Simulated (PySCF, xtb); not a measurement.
C2H4ClFOSi, SMILES C[Si@@](F)(Cl)C=O.

GFN2-xTB run with xtb 6.7.1 at its own geometry gives an orbital gap of 2.53 eV and a dipole moment of 1.60 D.

Coordinates come from a ωB97X-D3(BJ)/def2-SVP optimisation. The structure was generated by enumeration; whether it is a known compound was not checked. Other conformers were not sampled.

Task: What does r2SCAN/def2-TZVP (PySCF) give? (An estimate is asked for; the answer gives what the named calculation found.)

Result: gap 3.18 eV (levels -6.22 and -3.04 eV), dipole 0.88 D.
